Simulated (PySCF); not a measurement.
## State search for NiF

Unrestricted PBE0; PySCF, no relativity, basis sets Ni def2-TZVPP, F def2-TZVPP. Outer shells of the fragments: Ni 3d8 4s2; F 2s2 2p5.

Followed along the bond (rough minima from three points):

| 2Ms+1 | unpaired | ⟨S²⟩ at the start | R at minimum (Å) | Te (eV) |
| --- | --- | --- | --- | --- |
| 2 | π ↑ | 0.87 | 1.75 | 0.00 |
| 4 | σ ↑↑, π ↑ | 3.75 | 1.74 | 0.51 |
| 4 | σ ↑↑, δ ↑ | 3.75 | 1.79 | 0.63 |
| 4 | σ ↑, π ↑↑ | 3.75 | 1.76 | 0.83 |
| 2 | σ ↓, π ↑↑ | 1.76 | 1.76 | 1.15 |
| 4 | σ ↑, π ↑, δ ↑ | 3.75 | 1.80 | 1.31 |

Solutions found at the starting distance of 1.670 Å, counted from the lowest of them; the search is not exhaustive and high or unbound solutions are not listed, so other states can lie among these:

| 2Ms+1 | unpaired | term | E (eV) | ⟨S²⟩ | ⟨Lz²⟩ | μ (D) |
| --- | --- | --- | --- | --- | --- | --- |
| 2 | π ↑ | ²Π | 0.00 | 0.87 | 1.11 | -4.55 |
| 2 | σ ↑ | ²Σ⁺ | 0.00 | 0.75 | 0.00 | -4.68 |
| 4 | σ ↑↑, π ↑ | mixed | 0.68 | 3.75 | 2.25 | -1.81 |
| 4 | σ ↑↑, δ ↑ | ⁴Δ | 0.73 | 3.75 | 4.00 | -2.14 |
| 4 | σ ↑, π ↑↑ | ⁴Σ⁻ | 0.85 | 3.75 | 0.00 | -1.64 |
| 2 | σ ↓, π ↑↑ | mixed | 1.17 | 1.76 | 0.00 | -1.60 |
| 4 | σ ↑, π ↑, δ ↑ | mixed | 1.44 | 3.75 | 5.01 | -1.93 |
| 2 | σ ↑, π ↑↓ | mixed | 1.70 | 1.75 | 2.00 | -1.47 |
| 4 | σ ↑, π ↑, δ ↑ | mixed | 1.74 | 3.75 | 3.64 | -1.69 |
| 2 | σ ↓, π ↑, δ ↑ | mixed | 1.75 | 1.76 | 5.01 | -1.76 |
| 2 | σ ↑, π ↑, δ ↓ | mixed | 2.29 | 1.75 | 5.01 | -1.61 |
| 2 | σ ↑, π ↑, δ ↓ | mixed | 2.42 | 1.75 | 4.05 | -1.45 |
| 4 | σ ↑, π ↑, δ ↑ | mixed | 4.82 | 3.76 | 5.01 | -3.18 |
| 4 | σ ↑, π ↑↑ | mixed | 4.85 | 3.75 | 3.58 | -2.98 |

A term symbol is given only where ⟨S²⟩ and ⟨Lz²⟩ are close to those of a pure state; real π, δ and φ orbitals otherwise mix terms. A positive dipole means Ni(−)F(+).

The state is the lowest single determinant that the PBE0 search found; with open d or f shells the true ground state can be another one.
